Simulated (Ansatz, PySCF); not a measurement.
CH₆AlFGe. Atoms are numbered in the order given.

```xyz
10

Al     0.3074     0.5162    -0.8771
F      1.9207     0.3678    -1.3003
Ge    -0.3674    -0.6932     1.1647
H     -0.1204    -2.2116     1.0422
H      0.4187    -0.2140     2.4033
H     -1.8668    -0.5025     1.4786
C     -0.8116     1.6020    -2.0370
H     -1.8411     1.7105    -1.6625
H     -0.8630     1.1569    -3.0455
H     -0.3819     2.6105    -2.1596
```
Charge 0, spin multiplicity 1.

Coordinates come from a PBE0-D3(BJ)/def2-SVP optimisation.

Vertical ionisation energy (IE) and electron affinity (EA) in eV. Rows of orbital energies are one-electron estimates. Where ΔSCF, EOM or ADC give a negative EA the extra electron is unbound and the value depends on the basis.

```csv
level,IE,EA
"−ε(HOMO), −ε(LUMO), r2SCAN/def2-TZVP (PySCF)",6.74,1.90
"−ε(HOMO), −ε(LUMO), PBE/def2-TZVP (PySCF)",6.48,2.12
"ΔSCF, PBE0/def2-SVPD (Ansatz), final states of multiplicity 2 and 2",9.59,-0.09
"ΔSCF, PBE/def2-SVPD (Ansatz), final states of multiplicity 2 and 2",9.34,-0.07
```

**Question.** What vertical singlet–triplet gap does ΔSCF give with PBE0/def2-SVPD (Ansatz, an electronic-structure program) and with PBE/def2-SVPD (Ansatz)? (Estimate from the structure and the level; the computed values follow.)

**Answer.** 4.26 and 4.04 eV (triplet above singlet where positive).
